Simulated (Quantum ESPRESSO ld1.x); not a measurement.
Results of a calculation; reference values are marked as such.
Question: The mean radii <r> (bohr) of the occupied orbitals of an atom or ion are listed with their occupations. Level of theory: non-relativistic Kohn-Sham, LDA (Slater exchange, VWN5 correlation), spin-polarised, spherical densities, point nucleus (ld1.x of Quantum ESPRESSO 7.5).

orbital  occ.     <r>
1s up       1  0.1588
1s down     1  0.1583
2s up       1  0.7627
2s down     1  0.7762
2p up       2  0.7001

Name the element and its charge. Open shells, if any, are filled with parallel spins first.

Answer: Z = 10, neon, charge +4: Ne4+ in [He] 2s2 2p2. The 1s radius gives Z: for a bare nucleus <r> = 1.5/Z, 0.15 bohr for Z = 10, and screening makes it slightly larger (0.1588 here). The occupations add up to 6, and the charge is Z minus that.
